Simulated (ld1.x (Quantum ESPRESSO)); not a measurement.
# What one change does to a pseudopotential (fluorine (F), TM)

ld1.x (Quantum ESPRESSO) 7.5 input, shortened:

```
&input
   title='F', zed=9., rel=1, dft='PBE', iswitch=3,
   config='[He] 2s2 2p5'
 /
 &inputp
   pseudotype=2, tm=.true., lloc=-1, rcloc=0.85,
   nlcc=.false.
 /
2
2S  1  0   2.00   0.00  0.70  0.70  0.0
2P  2  1   5.00   0.00  1.35  1.35  0.0
 &test
   configts(1)='2s2 2p5'
 /
```

Change: all radii scaled by about 0.84 (s 0.58, p 1.14 bohr); local potential all-electron potential smoothed inside 0.72 bohr (lloc = -1).

Cutoffs: the cutoffs (Ry, on a coarse ladder) from which the occupation-weighted sum of valence levels, in a spherical-Bessel basis at the reference potential, stays within 10 and 1 mRy of its value at 400 Ry; they do not see the model core or the augmentation charge, which bear on the density cutoff. Errors are all-electron minus pseudo energies relative to the spin-unpolarised reference configuration.

Predict the effect on cutoff, ghosts and configuration errors.

The potential gets harder (120 Ry and 260 Ry → 200 Ry and 260 Ry); of the 7 tests that both files solve, the error grows in 0 and shrinks in 5 by more than 15 % and 0.3 meV (median size 45.2 → 14.4 meV); neither file shows a bound ghost. A smaller radius makes the pseudo-wave follow the all-electron one further in, where it bends more sharply, so more plane waves are needed. Less of the atom is replaced, so other configurations are described better.

```csv
quantity,base,changed
"cutoff, loose",120 Ry,200 Ry
"cutoff, tight",260 Ry,260 Ry
loose cutoff by channel (10 mRy a level),"s 90 Ry, p 70 Ry","s 100 Ry, p 90 Ry"
bound ghosts,none,none
"error for 2s2 2p4, meV [ΔE 19.39 eV]",+12,+4.1
"error for 2s2 2p3, meV [ΔE 57.78 eV]",+139,+62
"error for 2s2 2p2, meV [ΔE 118.41 eV]",+642,+312
"error for 2s2 2p1, meV [ΔE 204.21 eV]",+1987,+1039
"error for 2s1 2p5, meV [ΔE 38.49 eV]",-45,-13
"error for 2s2 2p5.3, meV [ΔE -2.67 eV]",+0.3,+0.3
"error for 2s1 2p6, meV [ΔE 18.81 eV]",+13,+14
```
